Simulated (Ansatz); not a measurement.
Gas-phase reaction R1 + R2 → P1 + P2, each structure at its B3LYP-D3(BJ)/def2-TZVP stationary point, reached from a drawn start (curvature not checked).
R1, CH6O3Si (SMILES C[Si](O)(O)O) (charge 0, multiplicity 1, Z-matrix in Å and degrees):
```
Si
O 1 1.6484
H 2 0.9600 1 116.84
O 1 1.6484 2 108.99 3 -114.78
H 4 0.9600 1 116.84 2 4.12
O 1 1.6484 2 108.99 3 4.07
H 6 0.9600 1 116.84 2 -114.78
C 1 1.8467 2 109.95 3 124.65
H 8 1.0914 1 110.71 2 52.68
H 8 1.0914 9 108.21 1 -121.49
H 8 1.0914 9 108.21 10 -117.03
```
P1: H4O4Si (SMILES O[Si](O)(O)O), charge 0, multiplicity 1.
P2, CH4 (SMILES C) (charge 0, multiplicity 1):
```csv
atom,x (Å),y (Å),z (Å)
C,0.0000,0.0000,0.0000
H,-0.7115,-0.2840,-0.7743
H,0.1159,1.0830,0.0070
H,-0.3674,-0.3321,0.9701
H,0.9629,-0.4669,-0.2028
```
R2, H2O (SMILES O) (charge 0, multiplicity 1, Z-matrix in Å and degrees):
```
O
H 1 0.9627
H 1 0.9627 2 105.24
```

P less R. No zero-point or thermal terms. One arrangement of each flexible species, with no search for the lowest.

Cores are frozen in the correlated methods.

Programs: Ansatz (Gaussian basis) for Hartree–Fock, density functionals and correlated methods. All values are computed, each at the level named.

Total energies in hartree:

```tsv
structure	PBE/def2-TZVPP	B3LYP/def2-TZVPP	CCSD(T)/cc-pV(T+d)Z
R1	-556.742063	-557.218567	-556.278209
P1	-592.700381	-593.193496	-592.220197
P2	-40.464282	-40.539118	-40.438100
R2	-76.380147	-76.466662	-76.332115
```

**Question.** Work out the reaction energy at each level in kcal/mol (1 hartree = 627.50947 kcal/mol), and say how far PBE/def2-TZVPP lies from CCSD(T)/cc-pV(T+d)Z.

**Answer.** 
- PBE/def2-TZVPP: (-592.700381) + (-40.464282) − (-556.742063) − (-76.380147) = -0.042453 hartree = -26.64 kcal/mol
- B3LYP/def2-TZVPP: (-593.193496) + (-40.539118) − (-557.218567) − (-76.466662) = -0.047385 hartree = -29.73 kcal/mol
- CCSD(T)/cc-pV(T+d)Z: (-592.220197) + (-40.438100) − (-556.278209) − (-76.332115) = -0.047973 hartree = -30.10 kcal/mol
PBE/def2-TZVPP less CCSD(T)/cc-pV(T+d)Z: 3.46 kcal/mol. CCSD(T)/cc-pV(T+d)Z is the level counted from, the highest shown, and no exact or measured value.

Ansatz is a quantum-chemistry and plane-wave program.
